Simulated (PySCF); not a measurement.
BFH, SMILES [BH]F (connectivity only; charge and spin as stated), charge +1, multiplicity 1.

Geometry optimised at PBE0-D3(BJ)/def2-TZVPD. The multiplicity is an assumed one; other spin states were not compared. The isomer is the one that the SMILES or the coordinates give; other isomers of the formula were not compared.

All values below come from M06-2X/def2-TZVPD in PySCF.

The total energy comes out as -124.97039 hartree. The point group is C∞v. The highest occupied level comes out as -23.76 eV, the lowest empty level comes out as -8.17 eV and the orbital gap comes out as 15.59 eV. The dipole moment about the centre of nuclear charge is 3.65 D. The mean static polarisability is 9.8 bohr³ (1.45 Å³) and the polarisability, principal values comes out as 8.5, 8.5, 12.2 bohr³.
